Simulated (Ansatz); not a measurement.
Reaction (redistribution): `O[SiH]([SiH3])O[SiH3]` + `C=C[Si](N)(N)F` → `F[SiH]([SiH3])O[SiH3]` + `C=C[Si](N)(N)O`

Calculated with Ansatz (gas phase, PBE0-D4/def2-TZVP geometries, no zero-point term in ΔE). CCSD(T)/CBS adds triple-zeta CCSD(T) − MP2 to the extrapolated MP2 energy (def2 sets, frozen cores). DFT in def2-TZVPP. One conformer a species, not always the lowest.

| level | ΔE (kcal/mol) |
| --- | --- |
| PBE-D4 | 1.5 |
| PBE0-D4 | 1.6 |
| ωB97X-V | 1.4 |
| ωB97M-V | 1.4 |
| CCSD/def2-TZVPP | 1.1 |
| CCSD(T)/def2-TZVPP | 1.1 |
| SCS-MP2/def2-QZVPP | 1.0 |
| MP2/CBS(def2) | 1.1 |

Task: What does CCSD(T)/CBS give? (An estimate is asked.)

Result: The calculation gave: +1.2 kcal/mol. The listed levels differ from it by 0.3, 0.4, 0.2, 0.2, -0.1, -0.1, -0.2, -0.1 kcal/mol.

Largest T1 diagnostic among the species: 0.013.
